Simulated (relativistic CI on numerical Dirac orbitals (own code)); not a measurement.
**Hyperfine structure of Tb LXI, mass number 159**

Method of calculation: Dirac-Coulomb-Breit CI, KLI orbitals optimised for each configuration, a model potential for QED, unscaled Slater integrals (own radial code, finite nucleus).

Configuration list (outside the closed core 1s2): 2s2 2p, 2s 2p2, 2p3, 2p2 3s, 2p2 3p, 2p2 3d, 2s2 3s, 2s2 3p, 2s2 3d, 2s 2p 3s, 2s 2p 3p, 2s 2p 3d, 2s2 4s, 2s2 4p, 2s2 4d, 2s2 4f. Levels of other configurations are missing.

Nuclear spin I = 3/2, μ = 2.009 μN, Q = 1.432 b (tables of Stone and Pyykkö). The electronic factors are computed for point nuclear moments, without core polarisation or the Bohr-Weisskopf and QED corrections.

```tsv
Level	E (10³ cm⁻¹)	A (GHz)	B (GHz)
2s2 2p 2P°_1/2	0.0	5833	
2s 2p2 4P_1/2	1763.6	17930	
2s2 2p 2P°_3/2	6570.5	765.7	1580
2s 2p2 4P_3/2	7799.9	4455	1240
2s 2p2 2D_5/2	8104.7	5233	1280
2s 2p2 2P_1/2	8602.4	-6478	
2s 2p2 2D_3/2	8617.2	29.48	855
2s 2p2 4P_5/2	14517.9	4260	292
```

Levels with J = 0, under 50 % of one LS term, or S terms without an open s electron are left out. Small factors come from cancelling terms and can be off by tens of per cent or more.

At this charge energies of transitions that change n are usually good to better than 1 %, and those within a shell (Δn = 0) to a few per cent.

Problem. Give the hyperfine levels of 2s2 2p 2P°_1/2 relative to its centre of gravity.

Solution. With K = F(F + 1) − I(I + 1) − J(J + 1), E = AK/2: F = 1: -7291, F = 2: 4374 GHz.

LS names give the leading component of a level, which can be under half, so a name can repeat, a term be missing and a line seem to break the LS rules.
